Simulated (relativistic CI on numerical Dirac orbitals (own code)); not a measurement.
Electric-dipole transitions in Pr27+

Calculated at this level of theory: Dirac-Coulomb-Breit CI, separate exchange-only KLI orbitals for each configuration, model QED, unscaled Slater integrals (own radial code, finite nucleus).

Configurations in the expansion (outside the closed core [Ar] 3d10): 4s²4p², 4s4p³, 4s²4p4d, 4p⁴, 4s4p²4d, 4s²4p4f, 4s4p²4f, 4p³4d, 4s4p4d², 4s²4d4f, 4p³4f, 4s²4d², 4s4d³, 4s4d²4f, 4p²4d², 4p4d³, 4p4d²4f, 4s²4f², 4s4d4f², 4s4f³, 4p²4f², 4p4d4f², 4p4f³, 4s4p4d4f. Double excitations out of closed p, d and f shells are left out; levels of such configurations are missing from the list, as are those of other unlisted configurations, and high levels can miss mixing partners.

| λ vac (nm) | Lower | Upper | A (s⁻¹) | E lower (cm⁻¹) | E upper (cm⁻¹) |
| --- | --- | --- | --- | --- | --- |
| 8.7608 | 4s²4p² ³P0 [1] | 4s²4p4d ³D°1 [16] | 4.52e+11 | 0 | 1141442 |
| 8.9116 | 4s4p³ ³D°1 [7] | 4s4p²4d ³F2 [58] | 3.39e+11 | 767903 | 1890042 |
| 8.9471 | 4s4p³ ³D°3 [9] | 4s4p²4d ³F4 [72] | 4.36e+11 | 910220 | 2027901 |
| 8.9638 | 4s²4p² ³P1 [2] | 4s²4p4d ³D°2 [21] | 2.10e+11 | 196652 | 1312251 |
| 9.0104 | 4s²4p² ¹D2 [3] | 4s²4p4d ³D°3 [23] | 4.26e+11 | 221199 | 1331023 |
| 9.0112 | 4s4p³ ⁵S°2 [6] | 4s4p²4d ⁵P2 [45] | 3.75e+11 | 679458 | 1789194 |
| 9.1655 | 4s²4p² ¹D2 [3] | 4s²4p4d ³D°2 [21] | 2.36e+11 | 221199 | 1312251 |
| 9.2385 | 4s4p³ ⁵S°2 [6] | 4s4p²4d ⁵P3 [44] | 2.18e+11 | 679458 | 1761887 |
| 9.3084 | 4s4p³ ³D°3 [9] | 4s4p²4d ³D3 [69] | 2.38e+11 | 910220 | 1984513 |
| 9.8849 | 4s²4p4d ³D°2 [21] | 4s²4p4f ¹F3 [105] | 4.61e+11 | 1312251 | 2323898 |
| 9.9490 | 4s²4p4d ³D°3 [23] | 4s²4p4f ³F4 [107] | 5.79e+11 | 1331023 | 2336153 |
| 10.005 | 4s²4p4d ³F°4 [20] | 4s²4p4f ³G5 [100] | 2.83e+11 | 1295186 | 2294640 |
| 10.037 | 4s²4p4d ¹F°3 [26] | 4s²4p4f ¹G4 [116] | 6.38e+11 | 1422215 | 2418559 |
| 10.143 | 4s²4p² ³P2 [4] | 4s²4p4d ¹F°3 [26] | 3.91e+11 | 436285 | 1422215 |
| 10.256 | 4s²4p4d ³P°2 [25] | 4s²4p4f ³D3 [110] | 3.83e+11 | 1374115 | 2349159 |
| 10.375 | 4s²4p4d ¹P°1 [27] | 4s²4p4f ¹D2 [115] | 5.43e+11 | 1447127 | 2410988 |
| 10.450 | 4s²4p4d ³F°4 [20] | 4s²4d² ³F4 [96] | 2.77e+11 | 1295186 | 2252157 |
| 10.472 | 4s²4p² ¹S0 [5] | 4s²4p4d ¹P°1 [27] | 3.39e+11 | 492158 | 1447127 |
| 10.582 | 4s²4p² ³P1 [2] | 4s²4p4d ³D°2 [17] | 1.75e+11 | 196652 | 1141685 |
| 10.663 | 4s²4p² ³P2 [4] | 4s²4p4d ³P°2 [25] | 2.96e+11 | 436285 | 1374115 |

Terms are leading LS components. Brackets give the number of a level in order of energy, since labels repeat. The list gives strong lines, with weight on those to low levels, without lines whose two gauges differ by over a factor of 2.5, among the lowest 200 of 2824 levels, so that lines to higher ones, which can be the strongest, are missing. Levels whose partners in the same complex of configurations lie outside the list can be far off, and so can their lines. Rates are taken at the computed energies, electric ones in the length gauge.

At this charge energies of transitions that change n are usually good to better than 1 %, and those within a shell (Δn = 0) to a few per cent.

LS names give the leading component of a level, which can be under half, so a name can repeat, a term be missing and a line seem to break the LS rules.
